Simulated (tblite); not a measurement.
Species: C3H15NSi3.
SMILES with atom numbers: `[CH3:1][N:2]([CH3:3])[CH2:4][SiH2:5][SiH2:6][SiH3:7]` (hydrogens: H8, H9, H10 on C1; H11, H12, H13 on C3; H14, H15 on C4; H16, H17 on Si5; H18, H19 on Si6; H20, H21, H22 on Si7)

Computed with GFN2-xTB (tblite), gas phase: L-BFGS steps from a force-field or distance-geometry start until the largest atomic force falls under 0.01 eV/Å.

Step 2: E = -602.4978 eV
```
atom  x, y, z in Å  |  force x, y, z in eV/Å
C1     -2.3324   -0.6537   -0.5115    0.108   0.076  -0.004
N2     -1.2881    0.0016    0.2695   -0.051  -0.047  -0.069
C3     -1.8825    0.6734    1.4129   -0.019   0.098   0.027
C4     -0.5058    0.9393   -0.5374    0.128  -0.088  -0.245
Si5     0.8465    0.0822   -1.5970   -0.104  -0.081   0.157
Si6     2.1326   -1.2827   -0.2685    0.001   0.148   0.131
Si7     2.7658   -0.0336    1.5702   -0.005  -0.062  -0.071
H8     -1.9165   -1.2285   -1.3410    0.184   0.191   0.098
H9     -2.8884   -1.3567    0.1113    0.123   0.100   0.127
H10    -3.0542    0.0710   -0.9238    0.036   0.005  -0.019
H11    -2.4486   -0.0287    2.0230   -0.006  -0.142  -0.099
H12    -2.5631    1.4797    1.1021   -0.059   0.073   0.025
H13    -1.1128    1.1068    2.0546    0.080  -0.051  -0.169
H14     0.0328    1.6257    0.1243   -0.174  -0.098   0.096
H15    -1.1523    1.5693   -1.1712   -0.063  -0.003   0.086
H16     0.2142   -0.6617   -2.6751   -0.145   0.025  -0.330
H17     1.6748    1.1460   -2.1945   -0.178  -0.004  -0.049
H18     3.3225   -1.7164   -1.0302   -0.118  -0.089   0.077
H19     1.4136   -2.4981    0.1350    0.105  -0.052  -0.061
H20     1.6022    0.4077    2.3527    0.146  -0.006   0.000
H21     3.6436   -0.7999    2.4499    0.063   0.099   0.154
H22     3.4854    1.1766    1.1333   -0.051  -0.091   0.138
```

Step 3: E = -602.5128 eV
```
atom  x, y, z in Å  |  force x, y, z in eV/Å
C1     -2.3296   -0.6508   -0.5099    0.057   0.036  -0.040
N2     -1.2897    0.0035    0.2709    0.008  -0.055  -0.124
C3     -1.8843    0.6747    1.4124    0.012   0.072  -0.001
C4     -0.5069    0.9363   -0.5391    0.145  -0.038  -0.239
Si5     0.8481    0.0754   -1.6025   -0.202  -0.013   0.283
Si6     2.1332   -1.2824   -0.2651   -0.028   0.203   0.116
Si7     2.7678   -0.0352    1.5732   -0.031  -0.076  -0.153
H8     -1.9102   -1.2227   -1.3390    0.174   0.161   0.089
H9     -2.8834   -1.3522    0.1147    0.091   0.055   0.120
H10    -3.0531    0.0708   -0.9245    0.030   0.021  -0.017
H11    -2.4474   -0.0322    2.0181   -0.025  -0.130  -0.058
H12    -2.5637    1.4810    1.1031   -0.085   0.092   0.022
H13    -1.1103    1.1047    2.0480    0.090  -0.019  -0.097
H14     0.0262    1.6225    0.1276   -0.122  -0.097   0.057
H15    -1.1555    1.5710   -1.1697   -0.023  -0.051   0.088
H16     0.2114   -0.6584   -2.6820   -0.155  -0.007  -0.352
H17     1.6674    1.1442   -2.1947   -0.132   0.030  -0.076
H18     3.3164   -1.7183   -1.0266   -0.043  -0.104   0.038
H19     1.4184   -2.4974    0.1322    0.060  -0.109  -0.031
H20     1.6091    0.4068    2.3511    0.055   0.019   0.057
H21     3.6429   -0.7943    2.4522    0.128   0.033   0.214
H22     3.4829    1.1725    1.1383   -0.005  -0.025   0.104
```

Step 4: E = -602.5371 eV
```
atom  x, y, z in Å  |  force x, y, z in eV/Å
C1     -2.3243   -0.6452   -0.5077   -0.031  -0.028  -0.073
N2     -1.2915    0.0067    0.2707    0.078  -0.026  -0.141
C3     -1.8874    0.6777    1.4106    0.066   0.003  -0.057
C4     -0.5071    0.9307   -0.5456    0.072   0.056  -0.097
Si5     0.8466    0.0623   -1.6075   -0.323   0.064   0.250
Si6     2.1334   -1.2778   -0.2567   -0.084   0.155   0.032
Si7     2.7709   -0.0400    1.5755   -0.011  -0.095  -0.137
H8     -1.8948   -1.2092   -1.3337    0.143   0.065   0.031
H9     -2.8724   -1.3427    0.1234    0.033  -0.025   0.080
H10    -3.0504    0.0710   -0.9263    0.010   0.047  -0.018
H11    -2.4456   -0.0409    2.0080   -0.019  -0.053  -0.017
H12    -2.5668    1.4854    1.1056   -0.085   0.075   0.022
H13    -1.1035    1.1007    2.0343    0.074   0.027   0.021
H14     0.0117    1.6143    0.1344    0.003  -0.067  -0.015
H15    -1.1617    1.5727   -1.1654    0.033  -0.097   0.043
H16     0.2030   -0.6522   -2.7020   -0.107   0.005  -0.264
H17     1.6509    1.1416   -2.1966   -0.082   0.044  -0.089
H18     3.3048   -1.7242   -1.0193    0.060  -0.105  -0.017
H19     1.4285   -2.4985    0.1265    0.001  -0.157   0.017
H20     1.6221    0.4059    2.3499   -0.094   0.054   0.142
H21     3.6448   -0.7838    2.4613    0.183  -0.041   0.254
H22     3.4784    1.1648    1.1493    0.081   0.100   0.034
```

**Question.** Estimate the geometry and energy of step 5. (The exact step hangs on the optimiser's Hessian estimate; all steps are aligned on step 4, rigid shifts and turns removed.)

**Answer.** E = -602.5496 eV, largest force 0.318 eV/Å
```
atom  x, y, z in Å  |  force x, y, z in eV/Å
C1     -2.3220   -0.6424   -0.5076   -0.048  -0.047  -0.061
N2     -1.2912    0.0084    0.2684    0.058   0.000  -0.084
C3     -1.8882    0.6792    1.4084    0.076  -0.025  -0.066
C4     -0.5065    0.9286   -0.5503   -0.020   0.086   0.029
Si5     0.8402    0.0556   -1.6070   -0.300   0.078   0.073
Si6     2.1319   -1.2730   -0.2515   -0.105   0.026  -0.059
Si7     2.7728   -0.0444    1.5751    0.035  -0.064   0.002
H8     -1.8833   -1.2004   -1.3303    0.106  -0.006  -0.020
H9     -2.8654   -1.3377    0.1297    0.009  -0.056   0.032
H10    -3.0487    0.0719   -0.9276   -0.002   0.048  -0.018
H11    -2.4447   -0.0466    2.0017    0.013   0.017  -0.019
H12    -2.5699    1.4891    1.1074   -0.040   0.021   0.028
H13    -1.0983    1.0989    2.0268    0.034   0.035   0.061
H14     0.0035    1.6085    0.1380    0.087  -0.021  -0.040
H15    -1.1647    1.5721   -1.1623    0.035  -0.076  -0.014
H16     0.1965   -0.6482   -2.7177   -0.053   0.044  -0.148
H17     1.6398    1.1406   -2.1992   -0.086   0.010  -0.068
H18     3.2990   -1.7294   -1.0153    0.071  -0.080  -0.023
H19     1.4344   -2.5018    0.1234   -0.011  -0.136   0.032
H20     1.6281    0.4063    2.3517   -0.119   0.049   0.147
H21     3.6489   -0.7782    2.4708    0.154  -0.036   0.213
H22     3.4773    1.1622    1.1563    0.107   0.131   0.005
```

The energy changes by -0.0125 eV. The first-order estimate −F·Δx gives -0.0175 eV and the mean of the old and new forces, exact on a quadratic surface, -0.0125 eV. The step makes an angle of 58° with the force vector and moves no atom by more than 0.017 Å.

The cost below is that of the whole relaxation. The run took 3.7 s of wall time on one thread of an Arm Neoverse N1, shared host with 64 logical CPUs at a one-minute load of 45.
